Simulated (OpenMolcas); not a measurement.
Computed levels of 4d in ions with 37 electrons, in cm-1 above ²D_3/2.

```
Program             : OpenMolcas
Method              : XMS-CASPT2, IPEA 0.25 Eh, imaginary shift 0.1 Eh
Basis               : ANO-RCC-VTZP
Scalar Hamiltonian  : DKH2, point nucleus
Spin-orbit coupling : RASSI with atomic mean-field integrals over the reference wave functions, term energies averaged over their components
```

Active space for each ion: 1 electron in 5 orbitals (4d); closed shells correlated by CASPT2: 4s 4p.

| Level | Zr3+ | Mo5+ | Ru7+ |
| --- | --- | --- | --- |
| ²D_5/2 | 1226 | 2480 | 4190 |

Problem. Estimate ²D_5/2 for Nb4+ from its neighbours Zr3+ and Mo5+.

Solution. ²D_5/2 is fine structure, which grows about as the fourth power of a screened charge, so the fourth roots are averaged: ((1226^0.25 + 2480^0.25) / 2)^4 = 1771. The calculation gives 1848, so the estimate is off by -4.2 %; the measured value is 1870 (Moore, Atomic Energy Levels, vol. II, NSRDS-NBS 35 (1971 reprint of NBS Circular 467, 1952)).

Term energies are means over components that CASPT2 splits; among the terms shown or strongly mixed into the levels shown the widest spread is 61 cm-1 (4d ²D, Ru7+). With one active electron, CASPT2 adds the correlation within the correlated inactive shells and between them and that electron, and leaves the splitting within a term as the reference gives it. Computed and measured levels are paired by configuration, term and J; levels that our copy of the source lacks, or whose pairing is in doubt (as where it misses far off the trend of its configuration), stay unpaired and out of the deviations. Levels of configurations outside the active space are missing.
